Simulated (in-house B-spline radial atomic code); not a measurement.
Orbital energies and mean radii along the 51-electron series, configuration [Kr] 4d10 4f3 5s2. The effective charge is n√(-2ε), a non-relativistic measure. Computed with an all-electron radial atomic-structure program (B-spline basis): Dirac-Hartree-Fock, average of the configuration, finite nuclei.

```json
{"ion": "Pm10+", "Z": "61", "energy of 4d3/2 (Eh)": "-11.118", "mean radius of 4d3/2 (bohr)": "0.66663", "energy of 4s1/2 (Eh)": "-19.01", "mean radius of 4s1/2 (bohr)": "0.58888", "energy of 5s1/2 (Eh)": "-6.7372", "mean radius of 5s1/2 (bohr)": "1.2752", "effective charge of 4d3/2": "18.862"}
{"ion": "Sm11+", "Z": "62", "energy of 4d3/2 (Eh)": "-12.49", "mean radius of 4d3/2 (bohr)": "0.64429", "energy of 4s1/2 (Eh)": "-20.74", "mean radius of 4s1/2 (bohr)": "0.57337", "energy of 5s1/2 (Eh)": "-7.6451", "mean radius of 5s1/2 (bohr)": "1.2233", "effective charge of 4d3/2": "19.992"}
{"ion": "Eu12+", "Z": "63", "energy of 4d3/2 (Eh)": "-13.934", "mean radius of 4d3/2 (bohr)": "0.6234", "energy of 4s1/2 (Eh)": "-22.551", "mean radius of 4s1/2 (bohr)": "0.55854", "energy of 5s1/2 (Eh)": "-8.6018", "mean radius of 5s1/2 (bohr)": "1.1756", "effective charge of 4d3/2": "21.116"}
```
